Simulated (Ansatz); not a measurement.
Molecule: C$_{7}$H$_{14}$, charge 0, multiplicity 1. 
Coordinates optimised at B3LYP-D3(BJ)/def2-TZVP (Ansatz, an electronic-structure program):
```xyz
21

C      3.0336     0.7132    -0.1198
C      2.0083    -0.3327     0.3336
C      0.6403     0.2527     0.5124
C     -0.4739    -0.0117    -0.1734
C     -0.5600    -1.0034    -1.3009
C     -1.7636     0.6966     0.1626
C     -2.8607    -0.2339     0.6925
H      4.0340     0.2816    -0.1910
H      3.0775     1.5482     0.5830
H      2.7655     1.1184    -1.0974
H      2.3381    -0.7572     1.2885
H      1.9932    -1.1607    -0.3758
H      0.5729     1.0046     1.2965
H     -1.1620    -1.8718    -1.0193
H      0.4141    -1.3668    -1.6197
H     -1.0512    -0.5505    -2.1672
H     -1.5629     1.4742     0.9025
H     -2.1371     1.2047    -0.7343
H     -3.1463    -0.9841    -0.0464
H     -3.7576     0.3328     0.9494
H     -2.5222    -0.7579     1.5887
```

Wanted: atomisation energy (electronic, to ground-state atoms), in kJ/mol. Cores are frozen in the correlated levels unless marked. Open shells are spin-unrestricted. No spin-orbit coupling. Non-relativistic. The coupled-cluster limit lacks core correlation, which all-electron functionals hold. Basis-set limits of correlation are two-point, X^-3; Hartree-Fock from the larger set. The bracket is a focal-point correction in the basis named.

```json
[
 {"level": "HF/6-31G", "program": "Ansatz", "atomisation energy (kJ/mol)": "6261.3"},
 {"level": "HF/aug-cc-pVTZ", "program": "Ansatz", "atomisation energy (kJ/mol)": "6486.0"},
 {"level": "B3LYP-D3(BJ)/def2-TZVPD", "program": "Ansatz + dftd3", "atomisation energy (kJ/mol)": "8552.2"},
 {"level": "PBE0-D4/def2-TZVPD", "program": "Ansatz + dftd4", "atomisation energy (kJ/mol)": "8603.0"},
 {"level": "PBE0/def2-TZVP", "program": "Ansatz", "atomisation energy (kJ/mol)": "8566.1"},
 {"level": "PBE0/def2-QZVPP", "program": "Ansatz", "atomisation energy (kJ/mol)": "8575.9"},
 {"level": "MP2/6-31G*", "program": "Ansatz", "atomisation energy (kJ/mol)": "7928.0"}
]
```

Task: Estimate the value at RI-MP2/CBS(aug-cc-pVTZ,aug-cc-pVQZ)+[CCSD(T)-MP2]/aug-cc-pVTZ as computed with Ansatz.

Result: 8535.8 kJ/mol
